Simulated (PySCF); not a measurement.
Species: C₃H₈O₃Si₂.
Geometry (PBE0-D3(BJ)/def2-SVP, Å), atoms numbered from 1 in this order:
```xyz
16
C3H8O3Si2 angstrom
O      3.0660   -1.5025    0.8780
C      2.3207   -0.6498    0.4692
O      2.7101    0.2944   -0.4024
Si     0.4484   -0.5400    0.8969
C     -0.5938   -0.9323   -0.6343
C     -1.8226    0.0049   -0.5965
Si    -1.2586    1.6249    0.2129
O     -0.0171    1.0397    1.1896
H      3.6525    0.1356   -0.5882
H      0.2233   -1.3977    2.0904
H      0.0377   -0.6942   -1.5079
H     -0.8732   -1.9936   -0.7264
H     -2.6138   -0.4274    0.0404
H     -2.2677    0.1438   -1.5949
H     -0.7221    2.6174   -0.7650
H     -2.3086    2.2739    1.0491
```

Computed with PySCF at CAM-B3LYP/def2-SVPD, non-relativistic, on one gas-phase PBE0-D3(BJ)/def2-SVP geometry that isn't relaxed in the solvent. The solvent is an IEF-PCM continuum (van der Waals radii × 1.2), and excitations are vertical TDDFT with non-equilibrium linear response and a frozen core. Specific hydrogen bonds and non-electrostatic terms are outside this model.

Gas-phase singlets (H = HOMO, L = LUMO):

| state | E (eV) | λ (nm) | f | leading configurations |
| --- | --- | --- | --- | --- |
| S1 | 4.962 | 250 | 0.003 | H→L 86% |
| S2 | 7.023 | 177 | 0.052 | H-1→L 72%, H-2→L 14% |
| S3 | 7.218 | 172 | 0.063 | H→L+1 58%, H-4→L 10% |
| S4 | 7.451 | 166 | 0.021 | H-3→L 23%, H→L+3 17% |
| S5 | 7.572 | 164 | 0.010 | H-2→L 33%, H-1→L+1 17% |

Task: What are the lowest 5 singlets in acetonitrile (ε = 35.69)?

Result: 
| state | E (eV) | λ (nm) | f | leading configurations | change by rank (eV) |
| --- | --- | --- | --- | --- | --- |
| S1 | 5.050 | 246 | 0.005 | H→L 78% | +0.088 |
| S2 | 6.851 | 181 | 0.063 | H-1→L 63%, H-2→L 20% | -0.172 |
| S3 | 7.356 | 169 | 0.028 | H-3→L 22%, H→L+1 16% | +0.138 |
| S4 | 7.439 | 167 | 0.007 | H-2→L 47%, H→L+1 12% | -0.012 |
| S5 | 7.552 | 164 | 0.059 | H→L+1 36%, H→L+3 14% | -0.020 |

Task: The ground-state energy changes by -0.327 eV from gas to acetonitrile. By how much does the total energy of gas-phase S1 change?

Result: E(S1) = E(S0) + excitation energy, so it changes by -0.327 + 0.088 = -0.239 eV: it is lowered less than the ground state, which is what a blue shift means. This is the vertical state, with the slow part of the continuum still set for S0.

Task: How do the frontier levels move from gas to acetonitrile?

Result: 
```tsv
orbital	gas (eV)	solvent (eV)	change (eV)
LUMO+2	1.15	1.38	+0.23
LUMO+1	0.83	1.06	+0.23
LUMO	0.19	0.18	-0.01
HOMO	-9.26	-9.30	-0.04
HOMO-1	-9.89	-9.69	+0.20
HOMO-2	-10.36	-10.16	+0.20
HOMO-3	-10.57	-10.41	+0.16
```

The HOMO–LUMO gap goes from 9.46 to 9.48 eV.
